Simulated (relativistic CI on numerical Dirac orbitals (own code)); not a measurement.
# Pt+: L2,3 absorption edge

Computed with this model: Dirac-Coulomb-Breit CI, orbitals from a KLI potential per configuration, QED by a radiative potential, valence Slater integrals scaled by 0.9, multiplet model of core-to-valence dipole absorption; configurations [Xe] 4f14 5d9 → [He] 2s2 2p5 3s2 3p6 3d10 4s2 4p6 4d10 4f14 5s2 5p6 5d10; 300 K; Lorentzian 5 eV and Gaussian 1 eV FWHM. Energies are those of the free ion, without screening or charge transfer. The branching ratio is the share of the lower-energy edge in the whole absorption, uncertain by about 0.02 where the edges overlap. S is read from ⟨S²⟩ = S(S + 1).

Field parameters in Wybourne normalisation: D4h B²₀ = −7Ds, B⁴₀ = 21(Dq − Dt), B⁴₄ = 21√(5/14) Dq; Td as Oh with Dq negative (B⁴₀ = 21Dq, B⁴₄ = √(5/14) B⁴₀). The field is a parameter set, without covalency.

free ion: ground-state S = 0.50, centroid 11558.42 eV. Peaks (eV, height): 11558.5 (100).

Td, 10Dq = -13200 cm⁻¹: ground-state S = 0.50, centroid 11559.08 eV. Peaks (eV, height): 11559.0 (100).

D4h, 10Dq = 13300, Ds = 2390, Dt = -110 cm⁻¹: ground-state S = 0.50, centroid 11773.00 eV, branching ratio 0.875. Peaks (eV, height): 11559.5 (100), 13270.5 (14).

The statistical ratio of this edge is 2/3 = 0.667. Values above it arise where the holes sit mainly in the j = l + 1/2 valence subshell or the ground state has high spin; values below it where core-valence Coulomb terms move weight to the upper edge, as in nearly empty shells. At deep edges of heavy elements the radial integrals of the two core levels differ, which raises the baseline.

Strongest unbroadened transitions for free ion:

```json
{"Energy (eV)": "11558.42", "Relative strength": "100.0"}
```
